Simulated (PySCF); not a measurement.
# Structure from 2D NMR

Compound of formula C8H6F2. Correlations simulated from computed shifts and the bond graph:

HSQC (one-bond C–H):
```
  δH     δC
7.69  125.0
7.69  136.3
7.54  116.6
7.33  122.6
5.46   95.9
5.37   95.9
```

COSY cross peaks (H two or three bonds apart, from the bond graph; peaks can be absent where the dihedral angle is near 90°):
```
  δH    δH
7.69  7.69
7.69  7.33
5.46  5.37
```

HMBC (two and three bonds, from the bond graph):
```
  δH                                 δC
7.69  172.5, 138.6, 136.3, 122.6, 116.6
7.69         172.9, 138.6, 125.0, 122.6
7.54  172.9, 172.5, 138.6, 125.0, 122.6
7.33         172.9, 136.3, 125.0, 116.6
5.46                       172.5, 138.6
5.37                       172.5, 138.6
```

Carbons without hydrogens: δ 172.9, 172.5, 138.6.

Method: coordinates at the GFN2-xTB level, shielding tensors at PBE0/pcSseg-1 (GIAO), in PySCF (one computed conformer, isolated molecule, no relativistic terms).

Chemical shifts δ = σref − σ; TMS for $^{1}$H (σ = 31.72 ppm) and $^{13}$C (σ = 186.93 ppm), all at this level.

Exchangeable hydrogens are left out of these lists.

Task: Work out the connectivity.

Result: SMILES C=C(F)c1cccc(F)c1.

Numbering as in the mapped SMILES `[CH2:1]=[C:2]([F:3])[c:4]1[cH:5][cH:6][cH:7][c:8]([F:9])[cH:10]1`. Each H is labelled by its parent atom. Ha(C1) is cis to F3; Hb(C1) is trans to F3.

1. δC 172.9 is C8, an aromatic carbon bearing fluorine.
2. δC 172.5 is C2, a fully substituted alkene carbon.
3. δC 138.6 is C4, a substituted aromatic carbon.
4. δC 136.3 is C6, an aromatic CH (δH 7.69).
5. δC 125.0 is C5, an aromatic CH (δH 7.69).
6. δC 122.6 is C7, an aromatic CH (δH 7.33).
7. δC 116.6 is C10, an aromatic CH (δH 7.54).
8. δC 95.9 is C1, a terminal =CH2 carbon (δH 5.46, 5.37).
9. HMBC from δH 7.69 reaches the proton-free carbons C2, C4.
10. HMBC from δH 7.69 reaches the proton-free carbons C8, C4.
11. HMBC from δH 7.54 reaches the proton-free carbons C8, C2, C4.
12. HMBC from δH 7.33 reaches the proton-free carbon C8.
13. COSY links 7.69–7.69, 7.69–7.33, 5.46–5.37.

The data come from this structure; uniqueness wasn't tested.

Shifts are as computed. Against solution values, carbons near 30 ppm lie about +3 ppm off and those near 130 ppm about +5 ppm. Of 1211 compounds with measured shifts, 218 miss one by over three times the rms of a fit or turn the order of signals round; such compounds aren't used in these exercises.
